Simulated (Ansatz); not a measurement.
C$_{2}$H$_{7}$NSSi, SMILES `C/N=C\[SiH2]S`, charge 0, multiplicity 1.

Give a relaxed structure at PBE0-D4/def2-TZVP (the Gaussian-basis code of Ansatz). (Best estimate.)

Computed: 
```xyz
12

C     1.336    0.764   -0.966
N     0.022    0.553   -1.505
C    -0.924    0.195   -0.744
Si   -0.910   -0.144    1.127
S     0.263   -1.855    1.656
H     1.669    1.768   -1.241
H     2.025    0.061   -1.443
H     1.417    0.644    0.123
H    -1.894    0.053   -1.235
H    -2.331   -0.327    1.519
H    -0.319    0.965    1.918
H    -0.354   -2.678    0.792
```
This is one stationary point; other conformers may exist.
